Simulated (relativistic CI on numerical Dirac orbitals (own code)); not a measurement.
S14+: sensitivity of the levels to the model

Base calculation: Dirac-Coulomb-Breit CI, orbitals from a KLI potential per configuration, model QED, unscaled Slater integrals.

Configuration list: 1s2, 1s 2s, 1s 2p, 1s 3s, 1s 3p, 1s 3d, 1s 4s, 1s 4p, 1s 4d, 1s 4f, 1s 5s, 1s 5p, 1s 5d, 1s 5f, 1s 5g, 1s 6s, 1s 6p, 1s 6d. Levels of other configurations are missing.

Variants: (1) valence Slater integrals scaled by 0.9; (2) QED terms removed. Shifts of the energy above 1s2 1S_0, in eV, for the lowest level and the first level of each name with at least 55 % of one term (blank where a level changes its place among those of its configuration and J or its character, or is not in the variant):

```csv
Level,Base,Δ(1),Δ(2)
1s2 1S_0,0.00,0.00,0.00
1s 2s 3S_1,2429.09,+0.44,+0.60
1s 2p 3P°_0,2445.55,+0.33,+0.70
1s 2p 3P°_1,2445.94,+0.32,+0.70
1s 2s 1S_0,2446.95,-1.33,+0.61
1s 2p 3P°_2,2447.56,+0.33,+0.69
1s 2p 1P°_1,2459.86,-0.98,+0.70
1s 3s 3S_1,2874.26,+0.12,+0.67
1s 3p 3P°_0,2878.80,+0.09,+0.70
1s 3p 3P°_1,2878.92,+0.09,+0.70
1s 3s 1S_0,2879.06,-0.35,+0.67
1s 3p 3P°_2,2879.39,+0.09,+0.69
1s 3d 3D_1,2881.86,0.00,+0.69
1s 3d 3D_2,2881.87,0.00,+0.69
```

At this charge energies of transitions that change n are usually good to better than 1 %, and those within a shell (Δn = 0) to a few per cent.

Ionisation energy from the two ground configurations alone: base 3222.42 eV; QED terms removed 3223.11 eV. The NIST ASD value (theoretical) is 3223.78 eV.

LS names give the leading component of a level, which can be under half, so a name can repeat, a term be missing and a line seem to break the LS rules.
